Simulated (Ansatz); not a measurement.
`C=C[Se]C=N` and `B[Se]C=C` differ in one atom or group.

Ansatz, PBE0-D4/def2-TZVP geometries, multiplicity 1. Each molecule was computed in one conformer, which needn't be the lowest.

Scalar relativity is left out up to krypton.

```json
{"property": "size of the dipole moment (PBE/def2-TZVPP) / D", "`C=C[Se]C=N`": "2.46"}
{"property": "HOMO energy (PBE/def2-TZVPP) / eV", "`C=C[Se]C=N`": "-5.45"}
{"property": "LUMO energy (PBE/def2-TZVPP) / eV", "`C=C[Se]C=N`": "-1.52"}
{"property": "HOMO energy (PBE0/def2-TZVPP) / eV", "`C=C[Se]C=N`": "-6.43"}
{"property": "LUMO energy (PBE0/def2-TZVPP) / eV", "`C=C[Se]C=N`": "-0.48"}
{"property": "HOMO energy (ωB97M-V/def2-TZVPP) / eV", "`C=C[Se]C=N`": "-8.46"}
```

(1) Give the same properties after the change, and the shifts. (Estimate.)

## Answers

(1) The calculation gave: 
```json
{"property": "size of the dipole moment (PBE/def2-TZVPP) / D", "`B[Se]C=C`": "1.29", "shift": "-1.17"}
{"property": "HOMO energy (PBE/def2-TZVPP) / eV", "`B[Se]C=C`": "-6.13", "shift": "-0.68"}
{"property": "LUMO energy (PBE/def2-TZVPP) / eV", "`B[Se]C=C`": "-2.36", "shift": "-0.84"}
{"property": "HOMO energy (PBE0/def2-TZVPP) / eV", "`B[Se]C=C`": "-7.08", "shift": "-0.65"}
{"property": "LUMO energy (PBE0/def2-TZVPP) / eV", "`B[Se]C=C`": "-1.45", "shift": "-0.97"}
{"property": "HOMO energy (ωB97M-V/def2-TZVPP) / eV", "`B[Se]C=C`": "-9.13", "shift": "-0.67"}
```

With PBE0 the HOMO falls by 0.65 eV and the LUMO falls by 0.97 eV, so the gap narrows by about 0.32 eV. PBE moves the HOMO by -0.68 eV and ωB97M-V by -0.67 eV. Dipoles are sizes alone; their direction can turn.

Spin–orbit coupling is left out; it splits and shifts lone-pair levels of the heavy atoms by tenths of an eV.
